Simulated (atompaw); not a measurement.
## Varying the PAW (atompaw) potential for Ta

Base potential:

* Element: Ta
* Generator: atompaw 4.2.0.5
* Type: PAW
* Functional: PBE
* Relativity: scalar-relativistic
* Frozen core: [Kr] 4d10 4f14 5s2
* Valence charge: 11
* Reference configuration: 5p6 5d3 6s0 6p0 (charge +2)
* Partial waves: 6s (bound, empty): rc 2.60 bohr; 6s channel at 2.1 Ry: rc 2.60 bohr; 5p (bound): rc 2.25 bohr; 6p (bound, empty): rc 2.60 bohr; 5d (bound): rc 2.60 bohr; 5d channel at -0.45 Ry: rc 2.55 bohr
* Local potential: troulliermartins scheme with l = 3 at 0 Ry, radius 2.40 bohr
* Core correction: smooth core density matched at 1.95 bohr
* Augmentation charge: besselshape compensation charge, radius 1.95 bohr; PAW radius 2.60 bohr; waves and projectors: custom rrkj gramschmidtortho

Cutoffs, loose and tight: the cutoffs (Ry, on a coarse ladder) from which the occupation-weighted sum of valence levels, in a spherical-Bessel basis at the reference potential, stays within 10 and 1 mRy of its value at 400 Ry. They see the waves, projectors and local potential, not the compensation charge or the core. A dash means not determined.

A true bound ghost makes a file unfit for plane-wave use even where its test errors are small: the radial tests pick states by their node count and pass the ghost by.

| change | outcome | cutoff, loose | cutoff, tight | bound ghosts |
| --- | --- | --- | --- | --- |
| base | generated | 18 Ry | 30 Ry | s |
| reference 5p6 5d3 6s2 6p0 | generated | 15 Ry | 30 Ry | s |
| augmentation besselshape compensation charge, radius 1.95 bohr; PAW radius 2.60 bohr; waves and projectors: modrrkj vanderbiltortho | failed: atompaw: The overlap operator has at least one negative eigenvalue! | – | – | – |
| wave 5d channel at -0.45 Ry: rc 2.55 bohr becomes 5d channel at -0.81 Ry: rc 2.55 bohr | generated | 18 Ry | 30 Ry | s |
| core [Xe] 4f14, valence charge 5; reference 5d3 6s2 6p0; waves now 6s (bound): rc 3.00 bohr; 6s channel at 1.3 Ry: rc 2.15 bohr; 6p (bound): rc 3.00 bohr; 6p channel at 0.25 Ry: rc 3.00 bohr; 5d (bound): rc 3.00 bohr; 5d channel at 3.35 Ry: rc 3.00 bohr; local potential troulliermartins scheme with l = 3 at 0 Ry, radius 2.70 bohr; core correction smooth core density matched at 2.00 bohr; augmentation besselshape compensation charge, radius 2.75 bohr; PAW radius 3.00 bohr; waves and projectors: custom rrkj gramschmidtortho | generated | 10 Ry | 12 Ry | s, p |
| wave 6s (bound): rc 2.60 bohr becomes 6s (bound): rc 2.34 bohr | generated | 18 Ry | 30 Ry | s |
| all radii scaled by about 1.04 (s 2.70, p 2.34, d 2.70 bohr); local potential troulliermartins scheme with l = 3 at 0 Ry, radius 2.48 bohr; augmentation besselshape compensation charge, radius 2.02 bohr; PAW radius 2.70 bohr; waves and projectors: custom rrkj gramschmidtortho; core correction smooth core density matched at 2.02 bohr | generated | 15 Ry | 25 Ry | s |
| augmentation besselshape compensation charge, radius 1.22 bohr; PAW radius 2.60 bohr; waves and projectors: custom rrkj gramschmidtortho | generated | 18 Ry | 30 Ry | s |
| local potential troulliermartins scheme with l = 3 at 0 Ry, radius 1.54 bohr | failed: atompaw: The overlap operator has at least one negative eigenvalue! | – | – | – |
| local potential bessel scheme, radius 2.40 bohr | generated | 18 Ry | 30 Ry | none |
| wave 5d (bound): rc 2.60 bohr becomes 5d (bound): rc 1.82 bohr | generated | 30 Ry | 40 Ry | s |
| core correction smooth core density matched at 2.36 bohr | generated | 18 Ry | 30 Ry | s |
